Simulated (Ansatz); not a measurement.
One change: `N=[CH][Al]([SH])[Cl]` becomes `[CH3][Al]([SH])[Cl]`.

Ansatz, PBE0-D4/def2-TZVP geometries, multiplicity 1. Each molecule was computed in one conformer, which needn't be the lowest.

```json
{"property": "HOMO energy (ωB97M-V/def2-TZVPP) / eV", "`N=[CH][Al]([SH])[Cl]`": "-9.51"}
{"property": "LUMO energy (ωB97M-V/def2-TZVPP) / eV", "`N=[CH][Al]([SH])[Cl]`": "-0.08"}
{"property": "ideal-gas entropy at 298 K and 1 bar (rigid rotor, harmonic PBE0-D4/def2-TZVP) / J/(mol·K)", "`N=[CH][Al]([SH])[Cl]`": "370"}
{"property": "HOMO energy (PBE/def2-TZVPP) / eV", "`N=[CH][Al]([SH])[Cl]`": "-5.90"}
{"property": "HOMO–LUMO gap (B3LYP/def2-TZVPP) / eV", "`N=[CH][Al]([SH])[Cl]`": "4.81"}
{"property": "HOMO–LUMO gap (ωB97M-V/def2-TZVPP) / eV", "`N=[CH][Al]([SH])[Cl]`": "9.42"}
```

**Question.** Give the same properties after the change, and the shifts. (Best estimate.)

**Answer.** Ansatz gave: 
| property | `[CH3][Al]([SH])[Cl]` | shift |
| --- | --- | --- |
| HOMO energy (ωB97M-V/def2-TZVPP) / eV | -10.04 | -0.53 |
| LUMO energy (ωB97M-V/def2-TZVPP) / eV | 0.97 | 1.05 |
| ideal-gas entropy at 298 K and 1 bar (rigid rotor, harmonic PBE0-D4/def2-TZVP) / J/(mol·K) | 355 | -15 |
| HOMO energy (PBE/def2-TZVPP) / eV | -6.65 | -0.75 |
| HOMO–LUMO gap (B3LYP/def2-TZVPP) / eV | 6.71 | 1.90 |
| HOMO–LUMO gap (ωB97M-V/def2-TZVPP) / eV | 11.01 | 1.59 |

With PBE0 the HOMO falls by 0.61 eV and the LUMO rises by 1.33 eV, so the gap widens by about 1.94 eV. PBE moves the HOMO by -0.75 eV and ωB97M-V by -0.53 eV. Modes under 60 cm⁻¹, often nearly free rotors, make the harmonic entropy too high.

B3LYP here is the variant with VWN-RPA as its local correlation; programs differ in this.
